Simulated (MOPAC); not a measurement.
MOPAC input (AM1):

```
AM1 1SCF UHF MS=0.5 GEO-OK AUX(PRECISION=9) THREADS=1
CH5O3Si

C     1.76130200 1    0.32698000 1    0.19129600 1
Si   -0.05238600 1   -0.03123000 1   -0.00133700 1
O    -0.04888800 1   -1.45611900 1   -0.86244400 1
O    -0.94053500 1    1.07772200 1   -0.83262700 1
O    -0.71583400 1   -0.10535100 1    1.48998000 1
H     1.85618800 1    1.29032500 1    0.69954800 1
H     2.26851200 1    0.38428600 1   -0.77117200 1
H     2.24880600 1   -0.43329600 1    0.80150300 1
H    -0.90816100 1    1.04010400 1   -1.79223400 1
H    -1.65770700 1    0.06390800 1    1.57402700 1
```

From the output:

```
                                                       MOPAC v23.2.5 Linux

          FINAL HEAT OF FORMATION =       -154.18809 KCAL/MOL =    -645.12296 KJ/MOL

          COSMO AREA              =        114.45 SQUARE ANGSTROMS
          COSMO VOLUME            =        102.05 CUBIC ANGSTROMS

          IONIZATION POTENTIAL    =         11.328380 EV
          ALPHA SOMO LUMO (EV)    =        -11.450  1.495
          BETA  SOMO LUMO (EV)    =        -11.328 -1.378
          NO. OF ALPHA ELECTRONS  =         16
          NO. OF BETA  ELECTRONS  =         15
          MOLECULAR WEIGHT        =         93.1342         POINT GROUP:  C1

          MOLECULAR DIMENSIONS (Angstroms)

            Atom       Atom       Distance
            H    10    H     7     4.58452
            H     9    H     8     4.15236
            H     6    O     3     3.35765

          SCF CALCULATIONS        =          1

   ATOM   CHEMICAL          X               Y               Z
  NUMBER   SYMBOL      (ANGSTROMS)     (ANGSTROMS)     (ANGSTROMS)

     1       C          1.76130200  *   0.32698000  *   0.19129600  *
     2      Si         -0.05238600  *  -0.03123000  *  -0.00133700  *
     3       O         -0.04888800  *  -1.45611900  *  -0.86244400  *
     4       O         -0.94053500  *   1.07772200  *  -0.83262700  *
     5       O         -0.71583400  *  -0.10535100  *   1.48998000  *
     6       H          1.85618800  *   1.29032500  *   0.69954800  *
     7       H          2.26851200  *   0.38428600  *  -0.77117200  *
     8       H          2.24880600  *  -0.43329600  *   0.80150300  *
     9       H         -0.90816100  *   1.04010400  *  -1.79223400  *
    10       H         -1.65770700  *   0.06390800  *   1.57402700  *

                             CARTESIAN COORDINATES

   1    C        1.761302000     0.326980000     0.191296000
   2   Si       -0.052386000    -0.031230000    -0.001337000
   3    O       -0.048888000    -1.456119000    -0.862444000
   4    O       -0.940535000     1.077722000    -0.832627000
   5    O       -0.715834000    -0.105351000     1.489980000
   6    H        1.856188000     1.290325000     0.699548000
   7    H        2.268512000     0.384286000    -0.771172000
   8    H        2.248806000    -0.433296000     0.801503000
   9    H       -0.908161000     1.040104000    -1.792234000
  10    H       -1.657707000     0.063908000     1.574027000

           Empirical Formula: C H5 O3 Si  =    10 atoms

      MOLECULAR POINT GROUP   :   C1

          ALPHA EIGENVALUES
 -36.60902 -36.45058 -35.92880 -29.32411 -19.12073 -18.35635 -16.54026 -15.67431
 -14.84673 -14.08698 -13.61370 -13.43653 -13.41931 -12.85690 -12.74453 -11.45041
   1.49549   1.52934   1.70774   2.09691   4.30533   4.34830   5.14125   5.57063
   5.66597

           BETA EIGENVALUES
 -36.59900 -36.37569 -32.46906 -29.12274 -19.10528 -18.32963 -16.06245 -14.91218
 -14.09839 -13.70799 -13.30490 -13.28782 -12.68411 -12.37358 -11.32838  -1.37755
   1.51051   1.65606   2.30044   2.39468   4.36914   4.40161   5.18277   5.57715
   5.66870

              NET ATOMIC CHARGES AND DIPOLE CONTRIBUTIONS

  ATOM NO.   TYPE          CHARGE      No. of ELECS.   s-Pop       p-Pop
    1          C          -0.611037        4.6110     1.27244     3.33859
    2         Si           1.605563        2.3944     0.73831     1.65612
    3          O          -0.465835        6.4658     1.93705     4.52878
    4          O          -0.692480        6.6925     1.84001     4.85247
    5          O          -0.654243        6.6542     1.83530     4.81894
    6          H           0.101881        0.8981     0.89812
    7          H           0.096583        0.9034     0.90342
    8          H           0.108525        0.8915     0.89147
    9          H           0.254351        0.7456     0.74565
   10          H           0.256692        0.7433     0.74331
 DIPOLE           X         Y         Z       TOTAL
 POINT-CHG.    -0.107     0.737    -0.401     0.846
 HYBRID        -0.007     0.275    -0.406     0.491
 SUM           -0.114     1.012    -0.808     1.300

          ATOMIC ORBITAL ELECTRON POPULATIONS

     Atom    s        px        py        pz
    1  C   1.27244   1.20809   1.07065   1.05986
    2 Si   0.73831   0.63967   0.50897   0.50748
    3  O   1.93705   1.02179   1.68277   1.82422
    4  O   1.84001   1.81277   1.76807   1.27163
    5  O   1.83530   1.31465   1.89042   1.61387
    6  H   0.89812
    7  H   0.90342
    8  H   0.89147
    9  H   0.74565
   10  H   0.74331

                    (SZ)    =    0.500000
                    (S**2)  =    0.757700

          ATOMIC ORBITAL SPIN POPULATIONS

    Atom   Total    s     px     py     pz
         Atomic
    1  C  0.1202  0.017  0.081  0.013  0.009
    2 Si -0.0939 -0.022 -0.045 -0.017 -0.010
    3  O  0.9870  0.008  0.935  0.028  0.015
    4  O -0.0042 -0.000 -0.003 -0.001  0.000
    5  O  0.0078 -0.001  0.000 -0.002  0.011
    6  H -0.0024 -0.002
    7  H -0.0062 -0.006
    8  H -0.0062 -0.006
    9  H  0.0002  0.000
   10  H -0.0021 -0.002

 **********************
 *                    *
 * JOB ENDED NORMALLY *
 *                    *
 **********************

 == MOPAC DONE ==
```

The geometry given is a B3LYP-D3(BJ)/def2-TZVP minimum.
